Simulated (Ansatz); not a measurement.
**Strength of the C–H bond: CH3Br → CH2Br + H**

Species: CH3Br (bromomethane) `CBr`, singlet; CH2Br `[CH2]Br`, doublet; H atom, doublet. 

Shapes, held fixed at every level: PBE0-D4/def2-TZVP. Programs: Ansatz 0.2.0. The zero-point and thermal change to 298 K, harmonic and unscaled (PBE0-D4/def2-TZVP), is -31.9 kJ/mol.

(1) Estimate ΔH(298 K) of this reaction.

Results:

(1) The highest level, CCSD(T)/def2-TZVPP, gives ΔH(298 K) = +415.8 kJ/mol; the levels span +320.4 to +446.8. The column of differences is taken from that level and isn't an error. Hartree–Fock misses the correlation of the pair that is broken and comes out low. No measured value is set beside it here. Open shells run unrestricted unless RO is named. Relativity is left out for Br unless named. Correlated rows may include outer-core shells of Br, which these sets cover unevenly.

```tsv
level	kind	ΔH(298 K) (kJ/mol)	less CCSD(T)/def2-TZVPP
HF/def2-SVP	Hartree–Fock	+320.4	-95.4
SPW92/def2-TZVPP	LDA	+446.8	+31.0
PBE0-D4/def2-TZVPP	global hybrid	+404.8	-11.0
wB97M-V/def2-TZVPP	range-separated hybrid	+420.2	+4.4
wB97X-V/def2-TZVPP	range-separated hybrid	+417.3	+1.5
MP2/def2-SVP	perturbation theory	+403.4	-12.4
CCSD(T)/def2-TZVPP	coupled cluster or CI	+415.8	0.0
```
